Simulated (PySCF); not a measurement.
## Assignment exercise: C$_{7}$H$_{5}$NO

Molfile (atoms numbered from 1):
```
C7H5NO
     RDKit          3D

 14 14  0  0  0  0  0  0  0  0999 V2000
    3.8415   -0.5599   -0.1491 N   0  0  0  0  0  0  0  0  0  0  0  0
    2.7106   -0.3744   -0.1029 C   0  0  0  0  0  0  0  0  0  0  0  0
    1.3177   -0.1508   -0.0459 C   0  0  0  0  0  0  0  0  0  0  0  0
    0.8205    1.1354    0.1778 C   0  0  0  0  0  0  0  0  0  0  0  0
   -0.5382    1.3494    0.2336 C   0  0  0  0  0  0  0  0  0  0  0  0
   -1.4231    0.2838    0.0663 C   0  0  0  0  0  0  0  0  0  0  0  0
   -2.7496    0.5428    0.1284 O   0  0  0  0  0  0  0  0  0  0  0  0
   -0.9272   -0.9985   -0.1575 C   0  0  0  0  0  0  0  0  0  0  0  0
    0.4336   -1.2166   -0.2127 C   0  0  0  0  0  0  0  0  0  0  0  0
    1.5080    1.9578    0.3068 H   0  0  0  0  0  0  0  0  0  0  0  0
   -0.9426    2.3336    0.4067 H   0  0  0  0  0  0  0  0  0  0  0  0
   -3.2578   -0.2682    0.0011 H   0  0  0  0  0  0  0  0  0  0  0  0
   -1.6136   -1.8247   -0.2888 H   0  0  0  0  0  0  0  0  0  0  0  0
    0.8195   -2.2100   -0.3861 H   0  0  0  0  0  0  0  0  0  0  0  0
  1  2  3  0
  2  3  1  0
  3  4  1  0
  4  5  2  0
  5  6  1  0
  6  7  1  0
  6  8  2  0
  8  9  1  0
  9  3  2  0
  4 10  1  0
  5 11  1  0
  7 12  1  0
  8 13  1  0
  9 14  1  0
M  END
```

PySCF 2.14.0 with density-fitted response routines calculation with NMR shieldings at PBE0/pcSseg-1/GIAO and geometry: GFN2-xTB; equivalent nuclei averaged, no solvent, single conformer, relativity neglected.

δ = σ(ref) − σ, references computed at the same level: ¹³C (σ = 186.93 ppm), ¹H (σ = 31.72 ppm) against TMS.

Q: Assign these signals to the numbered atoms. ¹³C{¹H} NMR (computed): δ 166.3 (C), 142.0 (CH), 124.3 (C), 119.7 (CH), 108.7 (C).

A: 
| δ (ppm) | atoms | environment | reason |
| --- | --- | --- | --- |
| 166.3 | C6 | aromatic carbon bearing oxygen | the electronegative substituent deshields the carbon that carries it |
| 142.0 | C4/C9 | aromatic CH | – |
| 124.3 | C2 | nitrile carbon | this is the usual window of a C≡N carbon, which has no attached hydrogen |
| 119.7 | C5/C8 | aromatic CH | resonance donation from the substituent shields this position |
| 108.7 | C3 | substituted aromatic carbon | – |

Q: Assign these signals to the numbered atoms. ¹H NMR (400 MHz, computed): δ 7.88 (d, 2H), 7.02 (d, 2H), 4.72 (br s, 1H).

A: 
```tsv
δ (ppm)	atoms	environment	reason
7.88	H10/H14	hydrogen on an aromatic CH	aromatic region
7.02	H11/H13	hydrogen on an aromatic CH	–
4.72	H12	hydrogen on a phenol-type oxygen	exchangeable; this is the value without hydrogen bonding to other molecules
```

The OH or NH signal is concentration- and solvent-dependent in practice; the value given is the gas-phase one. Shifts are as computed. Against solution values, carbons near 30 ppm lie about +3 ppm off and those near 130 ppm about +5 ppm. Of 1211 compounds with measured shifts, 218 miss one by over three times the rms of a fit or turn the order of signals round; such compounds aren't used in these exercises. No couplings were computed; multiplicities are counted from neighbouring protons, with m where these are inequivalent, close in shift, in a saturated or five-membered ring or joined by F or P, and br s for small geminal =CH2 splittings.
